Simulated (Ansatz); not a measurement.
A CCSD(T) single point on GaH5SSi (`[SiH3][GaH][SH]`).

```yaml
crystal:
  periodic: [false, false, false]
  atoms:
    - {symbol: Si, position_ang: [-0.753366, 0.837058, -0.688603]}
    - {symbol: Ga, position_ang: [0.980391, -0.020084, 0.739087]}
    - {symbol: S, position_ang: [1.059208, -2.190425, 1.118035]}
    - {symbol: H, position_ang: [-1.633924, -0.261100, -1.172062]}
    - {symbol: H, position_ang: [-0.163258, 1.522249, -1.871683]}
    - {symbol: H, position_ang: [-1.592483, 1.825690, 0.043366]}
    - {symbol: H, position_ang: [2.112474, 0.775584, 1.470706]}
    - {symbol: H, position_ang: [-0.009053, -2.488983, 0.361174]}
basis:
  gaussian: {orbitals: def2-SVP}
correlation: {method: ccsd_t}
```

```sh
$ ansatz run in.yaml --threads 2 --pin off --events-out ev --progress --plain --max-ram 4352MiB
```

Log, shortened:

```
Functional definition: HF
908 factors; integrals over basis functions are off by at most 1.1e-3 eV
mean field evaluation 1: about -71079.8710 eV, gradient 1.7e1 eV
mean field evaluation 2: about -71079.8732 eV, gradient 1.7e1 eV
mean field evaluation 4: about -71081.2376 eV, gradient 2.8e0 eV
mean field evaluation 8: about -71081.2661 eV, gradient 1.1e-4 eV
mean field -71081.26609031 eV, -2612.1883482061 hartree, gradient 1.7e-6 eV, S^2 0.000000; 0 other end points of the search recorded, 0 dependent functions left out
19 core orbitals not correlated: weight in the atoms' cores, before any rotation towards them, 1.000 or more for the frozen orbitals, at most 0.000 for the correlated occupied ones
reference -71081.26609031 eV, -2612.1883482061 hartree; 14, 14 occupied and 60, 60 virtual orbitals, 908 factors
second order -12.22049651 eV of doubles, -0.00000000 eV of singles
cycle   1  -12.67837745 eV  change   -4.6e-1 eV  update   1.0e-1
cycle   2  -13.19551610 eV  change   -5.2e-1 eV  update   3.3e-2
cycle   3  -13.27412754 eV  change   -7.9e-2 eV  update   1.6e-2
cycle   4  -13.26780952 eV  change    6.3e-3 eV  update   4.5e-3
cycle   5  -13.26681080 eV  change    1.0e-3 eV  update   1.7e-3
cycle   6  -13.26621333 eV  change    6.0e-4 eV  update   6.7e-4
cycle   7  -13.26603163 eV  change    1.8e-4 eV  update   2.3e-4
cycle   8  -13.26614227 eV  change   -1.1e-4 eV  update   8.2e-5
cycle   9  -13.26615323 eV  change   -1.1e-5 eV  update   2.3e-5
perturbative correction -0.41182159 eV, -0.0151341642 hartree
Total energy: -71094.94406513 eV, -2612.6910045095 hartree
```

It took 3.9 s on 2 threads of an Intel Xeon Platinum 8259CL on a shared host, with 0.3 GiB of host memory at the peak.

MP2 recovers 89.3 % of the CCSD(T) correlation energy and the triples give 3.0 %; T1 = 0.0134.
